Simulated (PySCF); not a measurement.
Job file and geometry (Å, from PBE0-D3(BJ)/def2-SVP) of an NMR shielding run on `CS[Si](C)(C)SC`, C4H12S2Si, GIAO PBE0/pcSseg-1 NMR shielding, non-relativistic, gas phase in PySCF 2.14.0, density-fitted response routines; density fitting, a coarse starting grid and PySCF grid level 2 are the driver's defaults:

```
$ OMP_NUM_THREADS=1 python probes_run.py task.json out

{"job": {"kind": "nmr", "xc": "PBE0", "basis": "pcSseg-1"}, "charge": 0, "multiplicity": 1}
Si    -0.381798    -0.484492     0.218307
S     -0.020948    -0.772858     2.309285
C      1.174503     0.563620     2.636978
H      1.968164     0.565732     1.876450
H      1.618087     0.362050     3.621018
H      0.678890     1.544167     2.664735
S      1.530329    -0.775806    -0.738350
C      1.309100     0.120055    -2.309116
H      0.464734    -0.275171    -2.891822
H      2.228925    -0.034399    -2.889583
H      1.175255     1.198288    -2.146435
C     -1.034631     1.233284    -0.160979
H     -1.276627     1.344235    -1.229600
H     -0.305833     2.011923     0.109791
H     -1.955723     1.403564     0.418270
C     -1.618202    -1.799463    -0.272026
H     -1.834869    -1.736453    -1.350045
H     -2.563796    -1.672727     0.278451
H     -1.218340    -2.802078    -0.060729
```

Q: Write the output of this run.

A: 
```
coarse grid: 16656 points
cycle   1  E = -1244.8392010933  dE =  3.101e-01  |g| = 4.671e-01  |ddm| = 3.848e+00
cycle   2  E = -1244.8425000041  dE = -3.299e-03  |g| = 4.690e-01  |ddm| = 9.455e-01
cycle   3  E = -1244.8983036347  dE = -5.580e-02  |g| = 3.505e-02  |ddm| = 4.498e-01
cycle   4  E = -1244.8985746012  dE = -2.710e-04  |g| = 1.813e-02  |ddm| = 7.137e-02
cycle   5  E = -1244.8986639530  dE = -8.935e-05  |g| = 3.831e-03  |ddm| = 2.837e-02
cycle   6  E = -1244.8986667498  dE = -2.797e-06  |g| = 1.525e-03  |ddm| = 4.389e-03
final grid: 144720 points
cycle   7  E = -1244.9431734725  dE = -3.007e-05  |g| = 9.399e-03  |ddm| = 3.100e-02
cycle   8  E = -1244.9431602471  dE =  1.323e-05  |g| = 1.172e-02  |ddm| = 1.923e-02
cycle   9  E = -1244.9431951265  dE = -3.488e-05  |g| = 5.572e-04  |ddm| = 1.169e-02
cycle  10  E = -1244.9431952183  dE = -9.177e-08  |g| = 1.633e-04  |ddm| = 1.028e-03
cycle  11  E = -1244.9431952246  dE = -6.251e-09  |g| = 4.894e-05  |ddm| = 1.879e-04
cycle  12  E = -1244.9431952252  dE = -5.916e-10  |g| = 1.095e-05  |ddm| = 5.700e-05
converged SCF energy = -1244.9431952252

GIAO shielding tensors (ppm)
atom      isotropic    diamagn.    paramagn.     s11        s22        s33       span
  0 Si     312.148     880.511    -568.363    285.526    306.882    344.035     58.509
  1 S      667.513    1059.401    -391.888    595.574    616.851    790.113    194.540
  2 C      171.126     250.745     -79.619    160.744    163.407    189.227     28.483
  3 H       28.865      30.982      -2.117     22.278     29.977     34.340     12.062
  4 H       29.374      28.235       1.139     23.396     26.157     38.568     15.172
  5 H       29.430      30.527      -1.097     23.850     27.436     37.004     13.153
  6 S      679.494    1060.028    -380.534    571.808    661.517    805.157    233.349
  7 C      170.984     250.905     -79.920    158.286    166.443    188.224     29.938
  8 H       29.530      30.673      -1.143     23.857     27.728     37.005     13.148
  9 H       29.390      28.604       0.786     23.579     26.204     38.387     14.809
 10 H       29.601      31.399      -1.798     23.809     28.576     36.419     12.610
 11 C      183.943     257.353     -73.411    176.539    183.657    191.633     15.094
 12 H       30.833      32.553      -1.720     26.146     29.465     36.887     10.741
 13 H       30.801      32.915      -2.114     26.878     29.100     36.427      9.549
 14 H       31.069      31.212      -0.143     26.988     27.985     38.234     11.246
 15 C      182.246     255.218     -72.972    172.242    183.046    191.450     19.208
 16 H       30.853      30.872      -0.019     26.276     28.975     37.308     11.031
 17 H       30.967      29.961       1.006     26.225     28.539     38.136     11.911
 18 H       30.850      29.929       0.921     26.556     28.378     37.616     11.061
```

Q: Turn these shieldings into chemical shifts. δ = σ(ref) − σ, references computed at the same level: ²⁹Si (σ = 351.99 ppm) and ¹³C (σ = 184.41 ppm) and ¹H (σ = 31.27 ppm) against TMS; ³³S (σ = 495.66 ppm) against CS2.

A: Averaging equivalent atoms: Si 0: 39.8; S 1/6: -178; C 2/7: 13.4; C 11/15: 1.3; H 3/4/5/8/9/10: 1.90; H 12/13/14/16/17/18: 0.37 ppm. 

Size and cost of the density-fitted run: 200 basis functions, 91 s wall time on 1 thread of an AMD EPYC, shared host; peak memory 1.1 GiB.
